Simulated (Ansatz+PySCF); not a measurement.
Results of a calculation; reference values are marked as such.
## PySCF 2.14.0 run

```python
from pyscf import gto, scf

mol = gto.M(atom="""
H 0.000000 0.000000 -1.446230
Be 0.000000 0.000000 0.000000
H 0.000000 0.000000 1.446230
""", basis='def2-svp', charge=0, spin=0)
mf = scf.UHF(mol)
mf.kernel()
print(mf.converged, mf.e_tot, mf.spin_square()[0])
```

The script is written out from the run's settings.

Results

| Quantity | Value |
| --- | --- |
| Converged | yes |
| Total energy | -15.74705 hartree |
| Spin squared of the determinant | 0.000 |
| Cycles | 8 |
